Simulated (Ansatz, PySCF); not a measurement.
C2H5FOSi, SMILES C=C[SiH](F)O. Atoms are numbered in the order given.

```xyz
10

Si     0.2379    -0.1777    -0.5892
O      1.7391     0.5091    -0.6346
F      0.2639    -1.5218     0.3295
C     -1.0245     0.9323     0.1948
C     -1.7067     0.5694     1.2882
H     -0.0581    -0.5778    -1.9827
H      2.0423     0.9410     0.1697
H     -1.2183     1.9210    -0.2421
H     -2.4474     1.2250     1.7599
H     -1.5499    -0.4081     1.7572
```

Geometry: PBE0-D3(BJ)/def2-SVP. This is a generated structure with no PubChem entry under its InChIKey; it may be hypothetical. Other conformers were not sampled.

Vertical ionisation energy (IE) and electron affinity (EA) in eV. Rows of orbital energies are one-electron estimates. Where ΔSCF, EOM or ADC give a negative EA the extra electron is unbound and the value depends on the basis.

| level | IE | EA |
|---|---|---|
| −ε(HOMO), −ε(LUMO), PBE0/def2-TZVP (PySCF) | 8.36 | 0.91 |
| −ε(HOMO), −ε(LUMO), PBE/def2-TZVP (PySCF) | 7.20 | 1.89 |
| ΔSCF, PBE0/def2-SVPD (Ansatz), final states of multiplicity 2 and 2 | 10.65 | -0.83 |
| ΔSCF, PBE/def2-SVPD (Ansatz), final states of multiplicity 2 and 2 | 10.46 | -0.67 |

**Question.** What vertical singlet–triplet gap does ΔSCF give with PBE0/def2-SVPD (Ansatz, a first-principles code) and with PBE/def2-SVPD (Ansatz)? (An estimate is asked for; the answer gives what the named calculation found.)

**Answer.** 4.11 and 4.28 eV (triplet above singlet where positive).
